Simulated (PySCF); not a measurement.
# Working out the ionisation energy of Zr⁺

Zr⁺ [Kr] 4d2 5s1 (4F) → Zr²⁺ [Kr] 4d2 (3F). Calculation: PySCF 2.14, in ANO-RCC-VTZP; scalar relativity by spin-free X2C-1e. Frozen: [Ar] 3d10. Energies in hartree (1 hartree = 27.21139 eV):

```
             part   Zr⁺ (lower)  Zr²⁺ (upper)
              UHF  -3595.897213  -3595.446334
MP2 opposite-spin     -0.187480     -0.177033
    MP2 same-spin     -0.078929     -0.063778
```

What does Hartree-Fock give?

(-3595.446334) − (-3595.897213) = 0.450879 hartree = 12.269 eV.

What do MP2 and SCS-MP2 (6/5 opposite-spin, 1/3 same-spin) give?

The opposite-spin parts differ by 0.284 eV and the same-spin parts by 0.412 eV. MP2: 12.269 + (0.284) + (0.412) = 12.965 eV. SCS-MP2: 12.269 + 1.2 × (0.284) + (0.412)/3 = 12.747 eV.

A first-order spin-orbit estimate adds -0.010 eV to MP2 (valence and next inner shell), giving 12.955 eV against 13.13 eV (measured; NIST Atomic Spectra Database, ionization energies).

What remains against the reference includes basis incompleteness, the frozen core and correlation beyond second order.
